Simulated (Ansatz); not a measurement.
Isolated molecules relaxed with PBE0-D4/def2-TZVP in Ansatz; ΔE leaves out vibrations. CBS: MP2 limit from def2 TZ/QZ plus the TZ coupled-cluster correction, frozen cores. This one scheme is used for every species. DFT in def2-TZVPP. Each species was taken in one conformer, which may not be the lowest.

Consider the formal hydrolysis of a C–Si bond: `O=C=C[SiH3]` + H₂O → `O=C=CO` + SiH₄.

Task: Is it downhill or uphill in electronic energy at CCSD(T)/CBS, and by how much? (Best estimate.)

Result: Computed: Uphill: ΔE = +39.6 kcal/mol.

Task: What do these levels give: LDA (SPW92), PBE-D4, BLYP-D4, PBE, r2SCANh, HF/def2-QZVPP? (Best estimate.)

Result: Ansatz gave: LDA (SPW92) 35.6, PBE-D4 36.4, BLYP-D4 35.3, PBE 35.7, r2SCANh 38.8, HF/def2-QZVPP 36.4 kcal/mol.

Largest T1 diagnostic among the species: 0.016.

From BLYP to BHLYP (50 % exact exchange), in def2-TZVPP and without D4, ΔE moves by +2.5 kcal/mol. At CCSD(T), def2-SVP lies −8.1 kcal/mol from the extrapolated value and def2-TZVPP −1.7 kcal/mol.
